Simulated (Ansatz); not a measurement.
Basis-set extrapolation for C2H6B2, SMILES `BC(B)=C` (PBE0-D4/def2-TZVP geometry, frozen core, Ansatz). Multiplicity 1, RHF reference.

```json
{"": "HF", "def2-TZVPP": "-128.589815", "def2-QZVPP": "-128.595863"}
{"": "MP2 correlation", "def2-TZVPP": "-0.516715", "def2-QZVPP": "-0.549399"}
{"": "CCSD(T) correlation", "def2-TZVPP": "-0.585243", "def2-QZVPP": "not run"}
```

Energies in hartree. Use E(X) = E(∞) + A·exp(−7.88·√X) for Hartree–Fock and E(X) = E(∞) + B·X^(−2.97) for correlation, with X = 3 and 4, and add CCSD(T) minus MP2 of the smaller set to the MP2 limit.

Q: What is the CCSD(T) energy at the basis-set limit?

A: HF limit: -128.595863 + (-0.006048) × 0.13774 = -128.59670. MP2 limit: -0.549399 + (-0.032684) × 0.74074 = -0.57361. Higher-order term: -0.585243 − (-0.516715) = -0.06853. Total: -129.23884 hartree, 1.74 eV below CCSD(T)/def2-TZVPP.
